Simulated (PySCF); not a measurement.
`Cc1ccn(C2CCC2)n1`: 4 charge schemes on one density

C₈H₁₂N₂.
Geometry (GFN2-xTB, Å), atoms numbered from 1 in this order:
```xyz
22
C8H12N2 angstrom
C      3.1960    0.8918   -0.8636
C      2.1197    0.0201   -0.3212
C      2.2488   -1.2450    0.2819
C      0.9643   -1.6156    0.5983
N      0.1545   -0.6150    0.1954
C     -1.2694   -0.5352    0.3052
C     -1.8342    0.7557    0.9297
C     -2.8479    0.8460   -0.2197
C     -2.0355   -0.2041   -0.9902
N      0.8480    0.3778   -0.3619
H      3.7154    0.3900   -1.6791
H      2.7628    1.8165   -1.2338
H      3.9254    1.1229   -0.0886
H      3.1516   -1.7943    0.4547
H      0.5801   -2.4994    1.0679
H     -1.6230   -1.4439    0.7965
H     -1.0942    1.5513    0.8920
H     -2.2347    0.6711    1.9375
H     -3.8351    0.4864    0.0632
H     -2.9452    1.8177   -0.6961
H     -2.5891   -1.0208   -1.4477
H     -1.3687    0.2453   -1.7219
```

Density: PBE0/pcSseg-1 (PySCF); schemes: Mulliken, IAO, Hirshfeld and ESP-fitted. One conformer (not necessarily the lowest) at the GFN2-xTB geometry, without solvent, vibrations or thermal averaging.

Question: Atoms with like bonding are taken together and averaged. Which atoms carry the lowest charge in the Mulliken, IAO, Hirshfeld and ESP-fitted schemes?

Answer: The schemes don't all agree: Mulliken N5 (-0.424); IAO C1 (-0.434); Hirshfeld N10 (-0.137); ESP-fitted C1 (-0.555).

Question: For which atoms does the sign change between the 4 schemes (beyond +0.03 e in one, beyond −0.03 e in another)?

Answer: C4, N5 and C6. Atomic charges aren't observables, and each scheme defines them in its own way.

Question: Do the Mulliken, IAO, Hirshfeld and ESP-fitted schemes agree on where the charge is highest?

Answer: The schemes don't all agree: Mulliken C4 (+0.277); IAO H15 (+0.162); Hirshfeld H15 (+0.059); ESP-fitted C2 (+0.511).

Question: Give the atomic charges in each scheme.

Answer: In e; atoms taken as equivalent share a row and are averaged (×n: the atom named and its like, n in all):

| atom | environment | Mulliken | IAO | Hirshfeld | ESP-fitted |
| --- | --- | --- | --- | --- | --- |
| C1 | benzylic-type carbon | -0.147 | -0.434 | -0.119 | -0.555 |
| C2 | substituted aromatic carbon | +0.089 | +0.095 | +0.029 | +0.511 |
| C3 | aromatic CH carbon | -0.353 | -0.267 | -0.114 | -0.449 |
| C4 | aromatic CH next to a ring nitrogen | +0.277 | -0.107 | -0.028 | -0.201 |
| N5 | pyrrole-type nitrogen | -0.424 | +0.042 | +0.039 | +0.112 |
| C6 | sp3 carbon bound to nitrogen | -0.051 | -0.013 | +0.029 | +0.061 |
| C7/C9 | four-membered-ring carbon | -0.125 | -0.274 | -0.076 | +0.006 |
| C8 | four-membered-ring carbon | -0.248 | -0.268 | -0.071 | -0.236 |
| N10 | pyridine-type nitrogen | -0.281 | -0.284 | -0.137 | -0.457 |
| H11/H12/H13 | methyl hydrogen | +0.126 | +0.155 | +0.046 | +0.151 |
| H14 | aromatic hydrogen | +0.067 | +0.157 | +0.048 | +0.210 |
| H15 | aromatic hydrogen | +0.086 | +0.162 | +0.059 | +0.192 |
| H16 | methine hydrogen | +0.102 | +0.142 | +0.051 | +0.071 |
| H17/H22 | methylene hydrogen | +0.135 | +0.158 | +0.038 | +0.049 |
| H18/H21 | methylene hydrogen | +0.123 | +0.134 | +0.037 | +0.011 |
| H19 | methylene hydrogen | +0.116 | +0.134 | +0.037 | +0.079 |
| H20 | methylene hydrogen | +0.124 | +0.139 | +0.041 | +0.077 |

Mean size of the charges over all atoms: IAO 0.175 e, ESP-fitted 0.172 e, Mulliken 0.160 e, Hirshfeld 0.056 e. Each set sums to the total charge, 0, to within 0.001 e. The IAO scheme counts the electrons in orthogonalised intrinsic atomic orbitals, a minimal basis polarised so that it spans the occupied orbitals exactly.

Question: Sum the charges by element.

Answer: 
```csv
element,atoms,Mulliken,IAO,Hirshfeld,ESP-fitted
C,8,-0.684,-1.542,-0.427,-0.856
N,2,-0.705,-0.242,-0.098,-0.345
H,12,+1.389,+1.784,+0.525,+1.201
```

Question: How many electrons does the IAO scheme count on N5?

Answer: Z − q = 7 − (+0.042) = 6.958.

The run behind these numbers computed NMR shieldings as well. The run took 74 s wall on an Arm Neoverse N1 with one thread, no GPU (shared host), and the process peaked at 0.97 GiB of memory.
